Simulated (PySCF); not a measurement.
A structure optimised at ωB97X-D3(BJ)/def2-SVP, used in a PySCF frequency run:

```xyz
5

Cl    -1.2218    -1.2218    -1.2218
Ge     0.0000     0.0000     0.0000
Cl     1.2218    -1.2218     1.2218
Cl     1.2218     1.2218    -1.2218
Cl    -1.2218     1.2218     1.2218
```

### Question
Write its SMILES, formula and point group.

### Answer
[Cl][Ge]([Cl])([Cl])[Cl], Cl4Ge, Td

### Question
What are its rotational constants (standard atomic weights)?

### Answer
1.1937, 1.1937, 1.1937 GHz
